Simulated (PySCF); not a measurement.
Correlation energy of He (helium, neutral)

1s2, closed-shell 1S. All numbers are calculated (PySCF 2.14, the non-relativistic Hamiltonian (point nucleus), in 6-31G*). Frozen: nothing; 2 electrons correlated.

Total MP2 correlation energy: -11.20 mhartree.

Same-spin part 0.00 and opposite-spin part -11.20 mhartree; SCS-MP2 scales them by 1/3 and 6/5 to -13.44 mhartree.

With two correlated electrons CCSD is exact within the correlated space (frozen core and kept virtual orbitals).

```csv
level,correlation energy (mhartree)
CCSD,-15.00
```

Diagnostics: T1 = 0.0015, D1 = 0.0021, largest double amplitude 0.066.

Q: Is a single reference adequate?

A: Yes: T1 lies below 0.03 and no double amplitude reaches 0.07.
